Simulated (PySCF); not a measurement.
## How methods differ on the excitation energy of Co(2+)

Co(2+) [Ar] 3d7 (4F) → Co(2+) [Ar] 3d6 4s1 (6D), as a difference of total energies. All numbers are calculated (PySCF 2.14, no relativity, point nucleus, in def2-QZVPPD (11s6p5d4f2g, 100 functions)). Correlated levels: valence: [Ar] frozen; valence and next inner shell: [Ne] frozen. The calculations carry no spin-orbit coupling.

| method | excitation energy (cm⁻¹) |
| --- | --- |
| UHF | 39586 |
| LDA | 50148 |
| PBE | 50253 |
| PBE0 | 49419 |
| r2SCAN | 49332 |
| r2SCANh | 49039 |
| B2PLYP | 49968 |
| CAM-B3LYP | 50492 |
| wB97M-V | 52946 |
| MP2 (valence) | 50091 |
| SCS-MP2 (valence and next inner shell) | 52233 |

Task: Estimate what MP2 (valence and next inner shell) gives.

Result: 50775 cm⁻¹, closest to CAM-B3LYP among the rows shown.

Task: Estimate what SCS-MP2 (valence) gives.

Result: 52981 cm⁻¹, closest to wB97M-V among the rows shown.

A first-order spin-orbit estimate (lowest level to lowest level, LS coupling) adds 0.031 eV.
